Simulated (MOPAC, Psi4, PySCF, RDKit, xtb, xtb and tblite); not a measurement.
Two geometries of SMILES CC/C=C\B(O)O, relaxed at GFN2-xTB with one dihedral held; other torsions can differ between them too.

Structure A

```
16

C     -2.5582     0.0143    -0.0791
C     -1.3147    -0.4106     0.6917
C     -0.2132     0.6073     0.7541
C     -0.2990     1.9169     0.5569
B     -1.5549     2.8174     0.2293
O     -1.7319     3.2788    -1.0252
O     -2.4384     3.2351     1.1873
H     -3.0852     0.8151     0.4308
H     -3.2381    -0.8294    -0.1817
H     -2.2820     0.3642    -1.0703
H     -0.9041    -1.3132     0.2290
H     -1.5916    -0.6835     1.7167
H      0.7495     0.1723     1.0043
H      0.6268     2.4779     0.6389
H     -2.4911     3.8561    -1.1196
H     -2.2862     2.9044     2.0704
```

Structure B

```
16

C      2.3445    -0.2668    -0.3020
C      1.1574    -0.5224     0.6301
C      0.4274     0.7529     0.8937
C     -0.6977     1.1431     0.2969
B     -1.5700     0.3708    -0.7583
O     -1.2688    -0.8787    -1.1808
O     -2.6905     0.9434    -1.2975
H      3.0223     0.4681     0.1287
H      2.8961    -1.1882    -0.4727
H      1.9882     0.1087    -1.2578
H      0.4843    -1.2385     0.1634
H      1.5231    -0.9344     1.5738
H      0.9165     1.4170     1.6000
H     -1.0762     2.1234     0.5783
H     -1.8973    -1.2145    -1.8218
H     -2.8981     1.8247    -0.9932
```

Question: Which is lower in energy at the level B3LYP-D3(BJ)/def2-SVP // GFN2-xTB (Psi4 1.11), and by how much?

Answer: B is lower, by 2.61 kcal/mol (dihedral C1–C2–C3–C4: 20° in A, 100° in B).

E(B) − E(A) in kcal/mol at the other levels, on the same two geometries: GFN2-xTB (xtb and tblite) -2.47; B3LYP/def2-SVP // GFN2-xTB (Psi4) -3.29; PBE/def2-SVP // GFN2-xTB (Psi4) -2.91; PBE-D3(BJ)/def2-SVP // GFN2-xTB (Psi4) -2.49; UFF // GFN2-xTB (RDKit) -14.64; PM6, restricted, heats of formation // GFN2-xTB (MOPAC) -0.66; AM1, restricted, heats of formation // GFN2-xTB (MOPAC) -2.15; GFN1-xTB // GFN2-xTB (xtb) -3.17; restricted B3LYP/6-31G*, spherical d, density fitting // GFN2-xTB (PySCF) -4.02; restricted Hartree-Fock/6-31G*, spherical d, density fitting // GFN2-xTB (PySCF) -4.20; restricted Hartree-Fock/STO-3G // GFN2-xTB (PySCF) -4.46; restricted B3LYP/6-311+G**, spherical d, density fitting // GFN2-xTB (PySCF) -4.44.
